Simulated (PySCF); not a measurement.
2-ethoxy-2-oxo-1,3,2-dioxaphospholane, C4H9O4P.
SMILES with atom numbers: `[CH3:1][CH2:2][O:3][P:4]1(=[O:5])[O:6][CH2:7][CH2:8][O:9]1` (hydrogens: H10, H11, H12 on C1; H13, H14 on C2; H15, H16 on C7; H17, H18 on C8)

Cartesian coordinates in Å at the PBE0-D3(BJ)/def2-SVP level; atoms count from 1:
```xyz
18
C4H9O4P angstrom
C      2.6233   -1.0437   -0.1670
C      2.1305    0.3648   -0.3980
O      0.7306    0.3876   -0.6964
P     -0.3566    0.3303    0.4767
O      0.1626    0.6416    1.8166
O     -1.0950   -1.1021    0.2518
C     -2.4439   -0.9379   -0.1530
C     -2.5085    0.4450   -0.8014
O     -1.5771    1.2368   -0.0824
H      2.3649   -1.6925   -1.0171
H      2.1779   -1.4671    0.7462
H      3.7172   -1.0492   -0.0450
H      2.6187    0.8239   -1.2697
H      2.3190    0.9985    0.4827
H     -3.1024   -0.9989    0.7301
H     -2.7103   -1.7429   -0.8524
H     -3.5023    0.9063   -0.7215
H     -2.2136    0.4053   -1.8642
```

Computed with PySCF at CAM-B3LYP/def2-SVPD, non-relativistic, on one gas-phase PBE0-D3(BJ)/def2-SVP geometry that isn't relaxed in the solvent. The solvent is an IEF-PCM continuum (cavity from Bondi-type radii × 1.2), and excitations are vertical TDDFT with non-equilibrium linear response and a frozen core. Specific hydrogen bonds and non-electrostatic terms are outside this model.

```json
{"run": "gas", "E − E(gas) (kcal/mol)": "0.00", "HOMO (eV)": "-9.79", "HOMO–LUMO gap (eV)": "10.86", "dipole (D)": "3.97", "lowest singlet (eV)": "7.78", "static polarisability (au)": "79.7"}
{"run": "P", "E − E(gas) (kcal/mol)": "-8.88", "HOMO (eV)": "-9.82", "HOMO–LUMO gap (eV)": "10.88", "dipole (D)": "4.97", "lowest singlet (eV)": "7.75", "static polarisability (au)": "99.3"}
{"run": "Q", "E − E(gas) (kcal/mol)": "-7.46", "HOMO (eV)": "-9.81", "HOMO–LUMO gap (eV)": "10.90", "dipole (D)": "4.80", "lowest singlet (eV)": "7.76", "static polarisability (au)": "95.5"}
```

Q: The runs were made in chloroform and dichloromethane. Which run belongs to which solvent?

A: P = dichloromethane, Q = chloroform. The dielectric constants are 4.711 (chloroform), 8.93 (dichloromethane), and the energy falls further as ε rises. The optical constants n² used for the excitations are 2.09, 2.03 in the same order. In this model the ground state sees the solvent through ε alone.

Q: How constant is the ratio of the lowering to (ε − 1)/(2ε + 1)?

A: 
```tsv
solvent	(ε − 1)/(2ε + 1)	E − E(gas) (kcal/mol)	ratio (kcal/mol)	polarisation term (kcal/mol)
chloroform	0.356	-7.46	-20.9	-8.42
dichloromethane	0.420	-8.88	-21.1	-10.26
```

The ratio changes by +0.8 % in size from chloroform to dichloromethane. The polarisation term is half the interaction of the solute with the induced surface charges.
